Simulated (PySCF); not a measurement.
PySCF input for C2H2N, SMILES [CH2-]C#N, charge -1, PBE-D3(BJ)/def2-TZVPD. Geometry optimised at PBE-D3(BJ)/def2-TZVPD.

```python
import numpy as np
from pyscf import gto, scf, dft, df
from pyscf.hessian import thermo

mol = gto.M(
    atom='''
    C    -1.20698688   -0.08669373    0.00000000
    C     0.17990948    0.00197771   -0.00000000
    N     1.37136889    0.01126114   -0.00000000
    H    -1.71855891    0.21473405   -0.92058576
    H    -1.71855891    0.21473405    0.92058576
    ''',
    basis='def2-TZVPD',
    charge=-1,
    spin=0,
    max_memory=1600,
    verbose=3,
)
mf = dft.RKS(mol, xc='pbe').density_fit(auxbasis='def2-universal-jkfit')
mf.disp = 'd3bj'
mf.grids.level = 3
mf.conv_tol = 1e-11
mf.max_cycle = 100
mf.kernel()

# analytic Hessian; the response equations are solved on a coarser grid
h, args, fine = mf.Hessian(), (mf.mo_energy, mf.mo_coeff, mf.mo_occ), mf.grids
h.max_memory = max(150, 2.5e-5 * df.make_auxmol(mol, mf.with_df.auxbasis).nao * mol.nelec[0] * (mol.nelec[0] + mol.nao))  # MB; small integral blocks
h1ao = h.make_h1(mf.mo_coeff, mf.mo_occ)
mf.grids = dft.Grids(mol).set(level=1).build(with_non0tab=True)
mo1, mo_e1 = h.solve_mo1(*args, h1ao)
mf.grids = fine
hess = h.hess_elec(*args, mo1, mo_e1, h1ao) + h.hess_nuc()
if mf.do_disp():
    hess += h.get_dispersion()
for i in range(mol.natm):  # the analytic DFT Hessian lacks the response of the grid: restore translational invariance
    hess[i, i] -= hess[i].sum(axis=0)
hess = (hess + hess.transpose(1, 0, 3, 2)) / 2
vib = thermo.harmonic_analysis(mol, hess, imaginary_freq=False)
thermo.dump_normal_mode(mol, vib)
th = thermo.thermo(mf, vib['freq_au'][vib['freq_au'] > 0], 298.15, 101325)
thermo.dump_thermo(mol, th)
g0 = mf.nuc_grad_method().set(verbose=0).kernel()

# dipole derivatives [dipole axis, atom, xyz] from the same response
r, irp = mol.intor('int1e_r'), mol.intor('int1e_irp').reshape(3, 3, mol.nao, mol.nao)
sl, dm0, ok = mol.aoslice_by_atom(), np.array(mf.make_rdm1()), []
dmu = np.einsum('a,xt->xat', mol.atom_charges(), np.eye(3))
for a, (_, _, p0, p1) in enumerate(sl):
    dmu[:, a] += 2 * np.einsum('xtij,ij->xt', irp[:, :, :, p0:p1], dm0.reshape(-1, mol.nao, mol.nao).sum(0)[:, p0:p1])
    for u, c, occ, f in [(mo1, mf.mo_coeff, mf.mo_occ, 4)]:
        dmu[:, a] -= f * np.einsum('tui,xuv,vi->xt', u[a], r, c[:, occ > 0], optimize=True)
L = vib['norm_mode']
ir = 974.8801 * (np.einsum('xat,kat->kx', dmu, L) ** 2).sum(1)       # km/mol
apt = np.einsum('xax->a', dmu) / 3
print('mode   freq/cm-1   IR/(km/mol)')
for k, w in enumerate(vib['freq_wavenumber']):
    print(f'{k + 1:4d} {w:11.2f} {ir[k]:13.3f}')
print('max |gradient| / (hartree/bohr):', abs(g0).max())
print('APT charges:', apt.round(4))
```

It prints:

```
converged SCF energy = -132.03664596558

WARN: DFTD3 does not support analytical Hessian, using finite difference


WARN: Mole.unit (angstrom) is changed to Bohr

Mode                                 0                   1                   2
Irrep
Freq [cm^-1]                      396.2461            421.1453            541.1025
Reduced mass [au]                   1.2325              3.0955             10.8594
Force const [Dyne/A]                0.1140              0.3235              1.8733
Char temp [K]                     570.1100            605.9343            778.5260
Normal mode                   x     y     z       x     y     z       x     y     z
       0   C                -0.04 -0.12  0.00   -0.00 -0.00 -0.04   -0.00  0.10 -0.00
       1   C                 0.01 -0.01 -0.00    0.00  0.00  0.21   -0.00 -0.24  0.00
       2   N                -0.00  0.02  0.00   -0.00  0.00 -0.12   -0.00  0.11 -0.00
       3   H                 0.20  0.59  0.07    0.30  0.03 -0.20    0.04  0.06 -0.02
       4   H                 0.20  0.59 -0.07   -0.30 -0.03 -0.20    0.04  0.06  0.02
Mode                                 3                   4                   5
Irrep
Freq [cm^-1]                     1011.6264           1049.4602           1370.4836
Reduced mass [au]                   1.4937              4.3938              1.1913
Force const [Dyne/A]                0.9007              2.8512              1.3183
Char temp [K]                    1455.5052           1509.9395           1971.8208
Normal mode                   x     y     z       x     y     z       x     y     z
       0   C                -0.00  0.00 -0.12   -0.20 -0.00  0.00   -0.11  0.01  0.00
       1   C                 0.00  0.00  0.12    0.07 -0.01 -0.00    0.00  0.02 -0.00
       2   N                 0.00 -0.00 -0.02    0.15  0.01  0.00    0.02 -0.00 -0.00
       3   H                -0.53 -0.10  0.16   -0.28  0.01  0.04    0.50 -0.15 -0.38
       4   H                 0.53  0.10  0.16   -0.28  0.01 -0.04    0.50 -0.15  0.38
Mode                                 6                   7                   8
Irrep
Freq [cm^-1]                     2088.4638           3020.3238           3079.5944
Reduced mass [au]                  12.0675              1.0523              1.1103
Force const [Dyne/A]               31.0114              5.6560              6.2041
Char temp [K]                    3004.8344           4345.5735           4430.8507
Normal mode                   x     y     z       x     y     z       x     y     z
       0   C                 0.04 -0.00  0.00    0.06 -0.03 -0.00   -0.00  0.00 -0.09
       1   C                -0.23 -0.00  0.00   -0.00 -0.00 -0.00   -0.00 -0.00 -0.00
       2   N                 0.15  0.00 -0.00   -0.00  0.00 -0.00   -0.00  0.00 -0.00
       3   H                 0.04  0.02  0.01   -0.32  0.17 -0.59    0.32 -0.18  0.56
       4   H                 0.04  0.02 -0.01   -0.32  0.17  0.59   -0.32  0.18  0.56
temperature 298.1500 [K]
pressure 101325.00 [Pa]
Rotational constants [GHz] 269.23336 10.09274 9.79161
Symmetry number 1
Zero-point energy (ZPE) 0.02957 [Eh]   77628.347 [J/mol]
                           tot       elec      trans        rot        vib
Entropy [J/mol/K]       249.511      0.000    154.766     83.804     10.940
Cv [J/mol/K]             45.354      0.000     12.472     12.472     20.410
Cp [J/mol/K]             53.668      0.000     20.786     12.472     20.410
Internal energy [J/mol]                      3718.434   3718.434  79918.399
Internal energy [Eh]   -132.00337  -132.03665
Enthalpy [J/mol]                             6197.391   3718.434  79918.399
Enthalpy [Eh]          -132.00243
Gibbs free energy [J/mol]                  -39946.213 -21267.875  76656.701
Gibbs free energy [Eh] -132.03076
mode   freq/cm-1   IR/(km/mol)
   1      396.25       205.411
   2      421.15         3.416
   3      541.10         1.992
   4     1011.63         1.895
   5     1049.46        22.323
   6     1370.48         3.317
   7     2088.46       467.558
   8     3020.32        43.003
   9     3079.59        53.204
max |gradient| / (hartree/bohr): 3.4583848707005164e-05
APT charges: [-0.6164  0.4521 -0.8048 -0.0155 -0.0155]
```

The calculation finished and met its thresholds.
